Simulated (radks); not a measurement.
Values are calculated unless marked as measured or tabulated.
Problem. These are the eigenvalues of the occupied orbitals of an atom or ion with whole-number occupations (Ry). Level of theory: scalar-relativistic Kohn-Sham, BLYP, spin-polarised, spherical densities, finite nucleus; Fermi nuclear charge, rms radius of each element as measured or else 0.836 A^(1/3) + 0.57 fm (a radial shooting solver on a logarithmic mesh with Libxc functionals).

| orbital | eigenvalue |
|---|---|
| 1s up | -654.1594 |
| 1s down | -654.1593 |
| 2s up | -81.61908 |
| 2s down | -81.52546 |
| 2p up | -70.92692 |
| 2p down | -70.85620 |
| 3s up | -11.87644 |
| 3s down | -11.69317 |
| 3p up | -8.72947 |
| 3p down | -8.55040 |
| 3d up | -3.66984 |
| 3d down | -3.50157 |

Which element is it, and in what charge state? The configuration may be excited. Open shells, if any, are filled with parallel spins first.

Solution. Z = 29, copper, charge +3: Cu3+ in [Ar] 3d8. The list shows which subshells hold electrons but not how many an open one holds; the 1s level, -327.08 hartree, gives Z - s = 25.6 by -(Z - s)^2/2, which with screening and relativity narrows Z to a few neighbours, and the depths of the outer levels then fix element, charge and occupations together.
